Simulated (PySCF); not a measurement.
Be(OMe)(NH2) (CH5BeNO), SMILES C[O][Be][NH2].

Geometry optimised at PBE-D3(BJ)/def2-SVP. Other conformers were not sampled.

All values below come from PySCF with IEF-PCM-PBE0/def2-SVP.

The values are the electrostatic part of the solvation free energy, E(continuum) − E(gas) at the gas-phase geometry, in a cavity of scaled van der Waals radii (PySCF's table); cavitation and dispersion terms are not included. A continuum can't describe solvent molecules that bind to the metal. In vacuum the orbital gap is 7.23 eV. The dipole moment in vacuum is 1.04 D.

```csv
solvent,ε,ΔG(elec) (kcal/mol),dipole (D),gap (eV)
water,78.36,-4.7,1.28,7.32
cyclohexanone,15.62,-4.3,1.25,7.31
ethylethanoate,5.99,-3.6,1.21,7.30
```
